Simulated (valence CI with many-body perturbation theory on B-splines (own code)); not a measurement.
The numbers below are computed, except where a source is named.
**Re²⁶⁺: what each term of the Hamiltonian does**

Method: valence CI with perturbative core correlation (CI+MBPT): three valence electrons over a frozen Dirac-Fock core [Kr] 4d10, a basis of 8 s, 8 p, 9 d, 9 f, 6 g, 3 h, 2 i functions for each j, with the one-electron correlation potential Σ1, the two-electron term Σ2, the three-electron term Σ3, Breit, model QED; selected CI, second order for the rest (own B-spline code, finite nucleus).

No measured spectrum was set against this ion. As an estimate, large intervals hold to a few tenths of a per cent, small ones and those within an open d or f shell to about a per cent. Core correlation moves these levels by up to 49000 cm⁻¹, and in measured spectra 5 to 20 % of such shifts remained as error; rates that hang on mixing are uncertain with them.

Each rung adds one term. CI alone is the Dirac-Coulomb CI over the frozen core; QED comes last and gives the full result, which names the levels. Energies are above 4f3 4I°_9/2 on the same rung, in eV.

Names give the largest LS component (configuration and term), which can be under half, so a name can repeat, a term be missing and a line seem to break the LS rules; names also repeat where a configuration has a term twice. Letters in brackets count levels of one name in rising energy.

```csv
Level,CI alone
4f3 4I°_11/2,2.802
4f3 4F°_3/2,4.706
4f3 4I°_13/2,5.177
4f3 2H°_9/2 [a],5.952
4f3 4F°_5/2,6.587
4f3 4I°_15/2,7.217
4f3 4S°_3/2,7.226
4f3 4F°_7/2,7.454
4f3 4G°_5/2,7.652
4f3 4G°_7/2,8.967
4f3 4F°_9/2,9.582
4f3 2K°_13/2,9.756
4f3 2H°_11/2 [a],9.787
4f3 2D°_3/2 [a],10.713
4f3 2P°_1/2,10.968
4f3 2G°_7/2 [a],10.930
```

(1) What do these energies become with core correlation, Breit and QED?

(2) How does the ionisation energy move along the ladder, and which term matters most?

Results:

(1) 4f3 4I°_11/2 2.810 (+0.0080); 4f3 4F°_3/2 4.493 (-0.2133); 4f3 4I°_13/2 5.123 (-0.0548); 4f3 2H°_9/2 [a] 5.840 (-0.1119); 4f3 4F°_5/2 6.374 (-0.2138); 4f3 4I°_15/2 7.067 (-0.1503); 4f3 4S°_3/2 7.158 (-0.0676); 4f3 4F°_7/2 7.258 (-0.1957); 4f3 4G°_5/2 7.361 (-0.2910); 4f3 4G°_7/2 8.699 (-0.2680); 4f3 4F°_9/2 9.390 (-0.1918); 4f3 2K°_13/2 9.529 (-0.2262); 4f3 2H°_11/2 [a] 9.611 (-0.1752); 4f3 2D°_3/2 [a] 10.455 (-0.2584); 4f3 2P°_1/2 10.762 (-0.2064); 4f3 2G°_7/2 [a] 10.769 (-0.1611).

(2) CI alone 830.14, + Σ1 833.77, + Σ2 839.86, + Σ3 839.89, + Breit 839.84, + QED 839.90 eV. The largest step is Σ2, 6.09 eV. NIST lists 860 ± 40 eV (theoretical).
